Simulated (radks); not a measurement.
The numbers below are computed, except where a source is named.
Problem. Valence configurations of Lu II (all share [Xe]). Code: a radial shooting solver on a logarithmic mesh with Libxc functionals. Model: scalar-relativistic Kohn-Sham, PBE, spin-polarised, spherical densities, point nucleus; open shells are filled with parallel spins first (spin-orbit coupling, left out, can overturn this in heavy ions). Order these by energy: 4f14 5d1 6s1; 4f14 6s1 6p1; 4f13 5d1 6s2; 4f14 6s1.5 6p0.5; 4f13.5 5d0.5 6s2; 4f12 5d1 6s2 6p1; 4f11.5 5d1 6s2 6p1.5; 4f14 6s2; 4f13 6s2 6p1; 4f12.5 5d1 6s2 6p0.5.

Solution. From the lowest, in eV above it: 4f14 6s2 0.000; 4f14 5d1 6s1 1.486; 4f14 6s1.5 6p0.5 2.080; 4f14 6s1 6p1 3.895; 4f13.5 5d0.5 6s2 5.285; 4f13 5d1 6s2 11.855; 4f13 6s2 6p1 16.541; 4f12.5 5d1 6s2 6p0.5 22.368; 4f12 5d1 6s2 6p1 35.428; 4f11.5 5d1 6s2 6p1.5 51.173. NIST lists [Xe] 4f14 6s2 as the ground configuration; this level of theory agrees among the configurations tried. The energies are those of spherical high-spin densities, not of single terms.
